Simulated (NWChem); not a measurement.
A series in which one site is exchanged, each optimised at PBE0/def2-SVP with NWChem, gas phase unless a solvent is named. All stand in one matching conformer (torsions within 35°), which need not be the lowest. This build's default masses of Se (78.918 u) and Br (79.917 u) are each other's, which moves their modes by up to 0.6 %. Some are not confirmed as minima by frequencies. def2 effective core potentials on Cd; no spin-orbit coupling.

A: N[Se]O (NH₃SeO; site = Se)
B: [OH][Zn][NH2] (ZnNH$_{3}$O; site = Zn)
C: [OH][Cd][NH2] (CdNH3O; site = Cd)
D: [NH2][Mg][OH] (MgNH$_{3}$O; site = Mg)

| quantity | A | B | C | D |
|---|---|---|---|---|
| dipole (D), PBE0/def2-SVP | 2.13 | ___ | 2.78 | 0.43 |
| orbital gap (eV), PBE0/def2-SVP | 6.36 | ___ | 5.97 | 5.34 |
| vertical ionisation energy, ΔSCF, PBE/def2-SVP (eV) | 8.66 | ___ | 8.88 | 8.38 |
| vertical ionisation energy, ΔSCF, CAM-B3LYP/def2-SVP (eV) | 8.98 | ___ | 9.19 | 8.83 |

Task: What belongs in the gaps?

Result: 
- dipole (D), PBE0/def2-SVP, B: 2.76
- orbital gap (eV), PBE0/def2-SVP, B: 6.20
- vertical ionisation energy, ΔSCF, PBE/def2-SVP (eV), B: 8.86
- vertical ionisation energy, ΔSCF, CAM-B3LYP/def2-SVP (eV), B: 9.24
